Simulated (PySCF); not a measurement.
fac-MoCl3(NH3)3 (quartet state).
Cartesian coordinates in Å at the PBE0-D3(BJ)/def2-SVP level; atoms count from 1:
```
atom  x, y, z in Å
Mo1    0.4040    0.4000    0.4132
Cl2    0.1681    0.1580    2.7997
N3     0.5354    0.5433   -1.8278
H4     0.3279    1.5284   -2.0174
H5     0.0071   -0.0426   -2.4723
H6     1.5370    0.4080   -1.9976
Cl7    2.7924    0.1672    0.1862
N8    -1.8378    0.5327    0.5385
H9    -2.0203    0.3627    1.5324
H10   -2.4799   -0.0278   -0.0196
H11   -2.0177    1.5262    0.3639
Cl12   0.1748    2.7897    0.1966
N13    0.5287   -1.8435    0.5288
H14   -0.0213   -2.4804   -0.0453
H15    0.3424   -2.0340    1.5181
H16    1.5249   -2.0221    0.3691
```

Computed with PySCF 2.14.0, PBE0-D3(BJ)/def2-SVP geometry optimisation, gas phase, def2 core potentials past Kr.

(1) Which atoms are bound to Mo1, and at what distances?

(2) List the angles at Mo1.

(3) What is the shape at Mo1?

(4) What are the other bond lengths?

Results:

(1) 6 atoms: N8 2.249 Å, N3 2.249 Å, N13 2.250 Å, Cl2 2.410 Å, Cl7 2.410 Å, Cl12 2.410 Å. The nearest atom not counted as bound is H6, at 2.66 Å (others tie with it).

(2) 
```
       angle  degrees  distance of the outer atoms (Å)
  Cl7–Mo1–N8    176.9                             4.66
  Cl2–Mo1–N3    176.9                             4.66
Cl12–Mo1–N13    176.8                             4.66
Cl7–Mo1–Cl12    100.5                             3.71
 Cl2–Mo1–Cl7    100.4                             3.70
Cl2–Mo1–Cl12    100.3                             3.70
  N3–Mo1–N13     96.4                             3.35
  N8–Mo1–N13     96.4                             3.35
   N3–Mo1–N8     96.3                             3.35
  N3–Mo1–Cl7     81.6                             3.05
 Cl2–Mo1–N13     81.6                             3.05
 Cl7–Mo1–N13     81.6                             3.05
  Cl2–Mo1–N8     81.6                             3.05
 N3–Mo1–Cl12     81.5                             3.05
 N8–Mo1–Cl12     81.5                             3.04
```

(3) Distorted octahedral: the three widest angles are 176.9°, 176.9° and 176.8°, the others run from 81.5° to 100.5°.

(4) N3–H4 and 8 like bonds 1.023 Å.

Charge 0, quartet. ⟨S²⟩ = 3.764 (exact for a quartet: 3.75). Stationary, but not proved a minimum.
